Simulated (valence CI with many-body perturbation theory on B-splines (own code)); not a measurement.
Energy levels of Se²⁺

Calculated by configuration interaction combined with many-body perturbation theory (CI+MBPT): four valence electrons over a frozen Dirac-Fock core [Ar] 3d10, radial functions for each j: 11 s, 11 p, 10 d, 8 f, 5 g, 2 h, with the one-electron correlation potential Σ1 (screened to all orders), the two-electron term Σ2, the three-electron term Σ3, Breit, model QED; selected single and double excitations, second order for the rest, scaled by the run's own slope (own B-spline code, finite nucleus).

Against 29 measured levels this calculation errs by 224 cm⁻¹ on average and by 760 at most. These come from a selection out of Moore, Atomic Energy Levels, vol. II, NSRDS-NBS 35 (1971 reprint of NBS Circular 467, 1952), an old analysis. Levels without a partner in it may be off by more. Among the levels kept, up to 2000 cm⁻¹ of a level comes from second order outside the variational space, and about a tenth of that is noise between levels of different J, which matters for small intervals.

Levels 136 to 180 of 203, with energies above the lowest level, (4s^2 4p1/2^2) J=0. "Leading %" is the weight of the configuration and term that name the level; weights of strongly mixed levels are sums over their largest components and can fall short. In the jj column 3d3/2^4 stands for four electrons in 3d with j = 3/2.

| No. | Configuration | Term | J | E (eV) | Leading % | Leading jj | Second component |
| --- | --- | --- | --- | --- | --- | --- | --- |
| 136 | 4s2 4p 5f | 1G | 4 | 27.099 | 73 | 4s^2 4p3/2 5f5/2 (50 %) | 9 % 4s2 4p 5f 3F |
| 137 | 4s2 4p 7p | 3P | 0 | 27.118 | 71 | 4s^2 4p1/2 7p1/2 (89 %) | 20 % 4s2 4p 7p 1S |
| 138 | 4s2 4p 5f | 3D | 1 | 27.158 | 88 | 4s^2 4p3/2 5f5/2 (88 %) |  |
| 139 | 4s2 4p 6d | 1F° | 3 | 27.158 | 76 | 4s^2 4p3/2 6d5/2 (46 %) | 10 % 4s2 4p 6d 3D° |
| 140 | 4s2 4p 5f | 1D | 2 | 27.189 | 56 | 4s^2 4p3/2 5f7/2 (89 %) | 32 % 4s2 4p 5f 3D |
| 141 | 4s2 4p 5g | 3G° | 5 | 27.202 | 64 | 4s^2 4p3/2 5g9/2 (91 %) | 17 % 4s2 4p 5g 3H° |
| 142 | 4s2 4p 5g | 1G° | 4 | 27.204 | 36 | 4s^2 4p3/2 5g7/2 (90 %) | 31 % 4s2 4p 5g 3H° |
| 143 | 4s2 4p 6d | 1P° | 1 | 27.216 | 74 | 4s^2 4p3/2 6d5/2 (84 %) | 10 % 4s2 4p 6d 3D° |
| 144 | 4s2 4p 5g | 3F° | 4 | 27.225 | 48 | 4s^2 4p3/2 5g9/2 (89 %) | 27 % 4s2 4p 5g 3G° |
| 145 | 4s2 4p 5g | 3G° | 3 | 27.226 | 47 | 4s^2 4p3/2 5g7/2 (90 %) | 27 % 4s2 4p 5g 1F° |
| 146 | 4s2 4p 5g | 3H° | 6 | 27.251 | 95 | 4s^2 4p3/2 5g9/2 (95 %) |  |
| 147 | 4s2 4p 5g | 1H° | 5 | 27.253 | 53 | 4s^2 4p3/2 5g7/2 (92 %) | 42 % 4s2 4p 5g 3H° |
| 148 | 4s2 4p 5g | 3F° | 3 | 27.276 | 54 | 4s^2 4p3/2 5g9/2 (90 %) | 41 % 4s2 4p 5g 1F° |
| 149 | 4s2 4p 5g | 3F° | 2 | 27.280 | 95 | 4s^2 4p3/2 5g7/2 (95 %) |  |
| 150 | 4s2 4p 7p | 1P | 1 | 27.508 | 50 | 4s^2 4p3/2 7p3/2 (61 %) | 21 % 4s2 4p 7p 3P |
| 151 | 4s2 4p 7p | 3D | 3 | 27.523 | 89 | 4s^2 4p3/2 7p3/2 (89 %) |  |
| 152 | 4s2 4p 7p | 3D | 2 | 27.562 | 35 | 4s^2 4p3/2 7p1/2 (88 %) | 33 % 4s2 4p 7p 1D |
| 153 | 4s2 4p 7p | 3S | 1 | 27.603 | 61 | 4s^2 4p3/2 7p1/2 (63 %) | 31 % 4s2 4p 7p 3P |
| 154 | 4s2 4p 7p | 3P | 2 | 27.631 | 56 | 4s^2 4p3/2 7p3/2 (91 %) | 35 % 4s2 4p 7p 1D |
| 155 | 4s2 4p 7p | 1S | 0 | 27.730 | 69 | 4s^2 4p3/2 7p3/2 (87 %) | 19 % 4s2 4p 7p 3P |
| 156 | 4s2 4p 6f | 3G | 3 | 27.931 | 55 | 4s^2 4p1/2 6f5/2 (70 %) | 15 % 4s 4p2 4d 3G |
| 157 | 4s 4p2 4d | 3D | 1 | 27.947 | 77 | 4s 4p1/2 4p3/2 4d5/2 (48 %) | 10 % 4s 4p2 5s 3D |
| 158 | 4s 4p2 4d | 3D | 2 | 27.976 | 71 | 4s 4p1/2 4p3/2 4d5/2 (24 %) | 5 % 4s 4p2 5s 3D |
| 159 | 4s2 4p 6f | 3G | 4 | 27.997 | 40 | 4s^2 4p1/2 6f7/2 (74 %) | 17 % 4s2 4p 6f 1G |
| 160 | 4s2 4p 8s | 3P° | 0 | 28.017 | 95 | 4s^2 4p1/2 8s (95 %) |  |
| 161 | 4s2 4p 8s | 3P° | 1 | 28.027 | 65 | 4s^2 4p1/2 8s (95 %) | 30 % 4s2 4p 8s 1P° |
| 162 | 4s2 4p 6f | 3D | 3 | 28.048 | 32 | 4s^2 4p1/2 6f7/2 (60 %) | 25 % 4s 4p2 4d 3D |
| 163 | 4s2 4p 7d | 3F° | 2 | 28.073 | 71 | 4s^2 4p1/2 7d3/2 (94 %) | 18 % 4s2 4p 7d 1D° |
| 164 | 4s 4p2 4d | 1S | 0 | 28.075 | 40 | 4p1/2^2 4p3/2^2 (31 %) | 33 % 4p4 1S |
| 165 | 4s2 4p 6f | 3F | 2 | 28.095 | 49 | 4s^2 4p1/2 6f5/2 (90 %) | 23 % 4s2 4p 6f 1D |
| 166 | 4s 4p2 4d | 3D | 3 | 28.105 | 47 | 4s^2 4p1/2 6f7/2 (28 %) | 10 % 4s2 4p 6f 3F |
| 167 | 4s2 4p 7d | 3P° | 2 | 28.110 | 42 | 4s^2 4p1/2 7d5/2 (93 %) | 34 % 4s2 4p 7d 3D° |
| 168 | 4s2 4p 7d | 3F° | 3 | 28.124 | 49 | 4s^2 4p1/2 7d5/2 (92 %) | 22 % 4s2 4p 7d 3D° |
| 169 | 4s2 4p 7d | 3D° | 1 | 28.141 | 56 | 4s^2 4p1/2 7d3/2 (92 %) | 22 % 4s2 4p 7d 1P° |
| 170 | 4s 4p2 4d | 3P | 2 | 28.173 | 43 | 4s 4p1/2 4p3/2 4d5/2 (33 %) | 32 % 4p4 3P |
| 171 | 4s2 4p 6g | 3H° | 5 | 28.213 | 37 | 4s^2 4p1/2 6g9/2 (95 %) | 30 % 4s2 4p 6g 1H° |
| 172 | 4s2 4p 6g | 1G° | 4 | 28.215 | 35 | 4s^2 4p1/2 6g7/2 (48 %) | 31 % 4s2 4p 6g 3F° |
| 173 | 4s2 4p 6g | 3H° | 4 | 28.216 | 40 | 4s^2 4p1/2 6g9/2 (48 %) | 34 % 4s2 4p 6g 3G° |
| 174 | 4s2 4p 6g | 3G° | 3 | 28.218 | 44 | 4s^2 4p1/2 6g7/2 (95 %) | 29 % 4s2 4p 6g 1F° |
| 175 | 4s2 4p 6h | 3I | 6 | 28.223 | 36 | 4s^2 4p1/2 6h11/2 (95 %) | 31 % 4s2 4p 6h 1I |
| 176 | 4s2 4p 6h | 3G | 5 | 28.225 | 55 | 4s^2 4p1/2 6h11/2 (93 %) | 20 % 4s2 4p 6h 1H |
| 177 | 4s2 4p 6h | 3I | 5 | 28.225 | 67 | 4s^2 4p1/2 6h9/2 (93 %) | 15 % 4s2 4p 6h 3H |
| 178 | 4s2 4p 6h | 3H | 4 | 28.227 | 40 | 4s^2 4p1/2 6h9/2 (95 %) | 30 % 4s2 4p 6h 1G |
| 179 | 4s2 4p 8p | 3D | 1 | 28.319 | 33 | 4s^2 4p1/2 8p1/2 (39 %) | 28 % 4s 4p2 5s 3D |
| 180 | 4s2 4p 6f | 3G | 5 | 28.340 | 48 | 4s^2 4p3/2 6f7/2 (48 %) | 32 % 4s 4p2 4d 3G |

Where two levels of one J and parity lie close, their mixing, g and order are uncertain.
